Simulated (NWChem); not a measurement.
System meant: C$_{4}$H$_{4}$O$_{2}$; SMILES Oc1ccoc1

Input file for NWChem:

```
start job
memory heap 200 mb stack 900 mb global 1100 mb
geometry units angstroms noautoz
  O     -0.113323    -2.065981     0.000000
  C     -0.031738    -0.720793     0.000000
  C      1.142581     0.099214     0.000000
  C      0.686297     1.385289     0.000000
  O     -0.651833     1.415385     0.000000
  C     -1.098194     0.135368     0.000000
  H      0.774795    -2.433990     0.000000
  H      2.181740    -0.225709     0.000000
  H      1.194502     2.346478     0.000000
  H     -2.171905    -0.021268     0.000000
end
basis spherical
  * library def2-svp
end
dft
  xc b3lyp
  iterations 4
  mulliken
end
task dft energy
```

End of the output:

```
    Atom       Charge   Shell Charges
 -----------   ------   -------------------------------------------------------
    1 O    8     8.05   1.97  0.87  0.56  2.73  1.89  0.03
    2 C    6     6.01   1.96  0.60  0.27  1.92  1.08  0.18
    3 C    6     6.11   1.96  0.60  0.30  1.94  1.21  0.09
    4 C    6     5.97   1.96  0.60  0.30  1.88  1.07  0.15
    5 O    8     7.99   1.97  0.90  0.55  2.74  1.79  0.04
    6 C    6     6.03   1.96  0.60  0.30  1.93  1.10  0.14
    7 H    1     0.91   0.56  0.17  0.18
    8 H    1     0.97   0.62  0.28  0.07
    9 H    1     0.98   0.64  0.27  0.07
   10 H    1     0.98   0.63  0.28  0.07

 center of mass
 --------------
 x =  -0.04403064 y =   0.00687907 z =   0.00000000

 moments of inertia (a.u.)
 ------------------
         505.276556234602           0.000000000000           0.000000000000
           0.000000000000         194.091316872337           0.000000000000
           0.000000000000           0.000000000000         699.367873106939

     Multipole analysis of the density
     ---------------------------------

     L   x y z        total         alpha         beta         nuclear
     -   - - -        -----         -----         ----         -------
     0   0 0 0     -0.000000    -22.000000    -22.000000     44.000000

     1   1 0 0      0.805829      0.402914      0.402914     -0.000000
     1   0 1 0     -0.206056     -0.103028     -0.103028      0.000000
     1   0 0 1     -0.000000     -0.000000     -0.000000      0.000000

     2   2 0 0    -22.088691    -69.789107    -69.789107    117.489522
     2   1 1 0     -1.586737     -1.206853     -1.206853      0.826969
     2   1 0 1     -0.000000     -0.000000     -0.000000      0.000000
     2   0 2 0    -23.795463   -148.421631   -148.421631    273.047799
     2   0 1 1     -0.000000     -0.000000     -0.000000      0.000000
     2   0 0 2    -27.087250    -13.543625    -13.543625      0.000000

 ------------------------------------------------------------------------
 dft energy failed                                                                                  0
 ------------------------------------------------------------------------
 ------------------------------------------------------------------------
  current input line :
    23: task dft energy
 ------------------------------------------------------------------------
 ------------------------------------------------------------------------
 This type of error is most commonly associated with calculations not reaching convergence criteria
 ------------------------------------------------------------------------
 For more information see the NWChem manual at https://nwchemgit.github.io

0:dft energy failed:Received an Error in Communication
```

### Question
Can this run be used? If not, why, and what is the fix?

### Answer
The run did not converge; its last values are not results. Cause: the SCF was allowed too few iterations. This input runs:
```
start job
memory heap 200 mb stack 900 mb global 1100 mb
geometry units angstroms noautoz
  O     -0.113323    -2.065981     0.000000
  C     -0.031738    -0.720793     0.000000
  C      1.142581     0.099214     0.000000
  C      0.686297     1.385289     0.000000
  O     -0.651833     1.415385     0.000000
  C     -1.098194     0.135368     0.000000
  H      0.774795    -2.433990     0.000000
  H      2.181740    -0.225709     0.000000
  H      1.194502     2.346478     0.000000
  H     -2.171905    -0.021268     0.000000
end
basis spherical
  * library def2-svp
end
dft
  xc b3lyp
  iterations 150
  mulliken
end
task dft energy
```
It converges to -305.01211 Ha (B3LYP/def2-SVP).
